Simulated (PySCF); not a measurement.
A calculated (UHF, PySCF 2.14, x2c-SVPall, scalar relativity by spin-free X2C-1e) atom or ion has these occupied shells.

```json
{"shell": "1s α", "electrons": "1", "orbital energy (eV)": "-33330.7", "rms radius, mean of both spins (bohr)": "0.0312"}
{"shell": "1s β", "electrons": "1", "orbital energy (eV)": "-33330.6", "rms radius, mean of both spins (bohr)": "0.0312"}
{"shell": "2s α", "electrons": "1", "orbital energy (eV)": "-5249.7", "rms radius, mean of both spins (bohr)": "0.127"}
{"shell": "2s β", "electrons": "1", "orbital energy (eV)": "-5249.7", "rms radius, mean of both spins (bohr)": "0.127"}
{"shell": "2p α", "electrons": "3", "orbital energy (eV)": "-4709.9", "rms radius, mean of both spins (bohr)": "0.113"}
{"shell": "2p β", "electrons": "3", "orbital energy (eV)": "-4709.8", "rms radius, mean of both spins (bohr)": "0.113"}
{"shell": "3s α", "electrons": "1", "orbital energy (eV)": "-1103.3", "rms radius, mean of both spins (bohr)": "0.334"}
{"shell": "3s β", "electrons": "1", "orbital energy (eV)": "-1103.2", "rms radius, mean of both spins (bohr)": "0.334"}
{"shell": "3p α", "electrons": "3", "orbital energy (eV)": "-923.46", "rms radius, mean of both spins (bohr)": "0.334"}
{"shell": "3p β", "electrons": "3", "orbital energy (eV)": "-923.36", "rms radius, mean of both spins (bohr)": "0.334"}
{"shell": "3d α", "electrons": "5", "orbital energy (eV)": "-652.57", "rms radius, mean of both spins (bohr)": "0.313"}
{"shell": "3d β", "electrons": "5", "orbital energy (eV)": "-652.52", "rms radius, mean of both spins (bohr)": "0.313"}
{"shell": "4s α", "electrons": "1", "orbital energy (eV)": "-211.61", "rms radius, mean of both spins (bohr)": "0.788"}
{"shell": "4s β", "electrons": "1", "orbital energy (eV)": "-211.40", "rms radius, mean of both spins (bohr)": "0.788"}
{"shell": "4p α", "electrons": "3", "orbital energy (eV)": "-152.52", "rms radius, mean of both spins (bohr)": "0.845"}
{"shell": "4p β", "electrons": "3", "orbital energy (eV)": "-152.29", "rms radius, mean of both spins (bohr)": "0.845"}
{"shell": "4d α", "electrons": "5", "orbital energy (eV)": "-62.978", "rms radius, mean of both spins (bohr)": "0.998"}
{"shell": "4d β", "electrons": "5", "orbital energy (eV)": "-62.801", "rms radius, mean of both spins (bohr)": "0.998"}
{"shell": "5s α", "electrons": "1", "orbital energy (eV)": "-24.963", "rms radius, mean of both spins (bohr)": "2.14"}
{"shell": "5s β", "electrons": "1", "orbital energy (eV)": "-22.533", "rms radius, mean of both spins (bohr)": "2.14"}
{"shell": "5p α", "electrons": "3", "orbital energy (eV)": "-11.254", "rms radius, mean of both spins (bohr)": "2.62"}
{"shell": "5p β", "electrons": "2", "orbital energy (eV)": "-10.209", "rms radius, mean of both spins (bohr)": "2.62"}
```

(1) Name the element and its charge.

Results:

(1) I (iodine, neutral), in [Kr] 4d10 5s2 5p5, 2P determinant.
